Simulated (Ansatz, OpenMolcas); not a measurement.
## How basis sets differ on GaCl3 (gallium trichloride (monomer))

The species is GaCl3 (4 atoms), meant as a singlet with charge 0. SMILES: `[Cl][Ga]([Cl])[Cl]`. The coordinates come from a PBE0-D4/def2-TZVP relaxation.

Each level gives the HOMO–LUMO gap (eV). The values are calculated.

```csv
level,kind,program,value (eV)
HF/ANO-RCC-MB (DKH2),Hartree–Fock,OpenMolcas,13.69
HF/ANO-S-MB,Hartree–Fock,OpenMolcas,13.29
HF/STO-3G,Hartree–Fock,Ansatz,13.80
HF/3-21G,Hartree–Fock,OpenMolcas,13.95
HF/6-31G** (spherical functions),Hartree–Fock,Ansatz,14.10
HF/def2-SVP,Hartree–Fock,Ansatz,14.34
HF/aug-cc-pVDZ,Hartree–Fock,Ansatz,13.45
```

All-electron rows without a relativistic Hamiltonian named are non-relativistic. The values span 13.29 to 14.34 eV. A Hartree–Fock LUMO above zero doesn't converge with the basis: it sinks as sets grow more diffuse. Orbital gaps aren't excitation energies.
